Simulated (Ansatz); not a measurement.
FH2NS2Si, SMILES `N[Si]1(F)SS1`. The species carries charge 0 and has multiplicity 1. The geometry is a stationary point of PBE0-D4/def2-TZVP. It is one conformer, not always the lowest.

```xyz
7

N    -0.618    1.030    0.019
Si    0.336   -0.336    0.187
F     1.139   -0.114    1.534
S    -0.307   -2.257   -0.279
S     1.300   -1.274   -1.397
H    -1.244    1.172   -0.754
H    -0.606    1.779    0.689
```

Q: What is the dipole moment at ωB97M-V/def2-TZVPP? (An estimate is asked.)

A: Computed: 3.17 D, with components (-1.63, 2.72, 0.04) D in this frame, pointing from negative to positive charge.

Q: And with PBE, r2SCAN, B3LYP? (An estimate is asked.)

A: Ansatz gave: PBE 3.13 D, r2SCAN 3.21 D, B3LYP 3.16 D.

Q: Give the Mulliken charges with ωB97M-V, B3LYP, r2SCAN in def2-TZVPP. (An estimate is asked.)

A: Ansatz gave: 
```
atom  ωB97M-V  B3LYP  r2SCAN
  N1    -0.34  -0.39   -0.45
 Si2     0.68   0.74    0.78
  F3    -0.29  -0.31   -0.31
  S4    -0.16  -0.19   -0.19
  S5    -0.16  -0.19   -0.19
  H6     0.14   0.16    0.18
  H7     0.14   0.16    0.18
```

B3LYP here is the variant with VWN-RPA as its local correlation; programs differ in this.
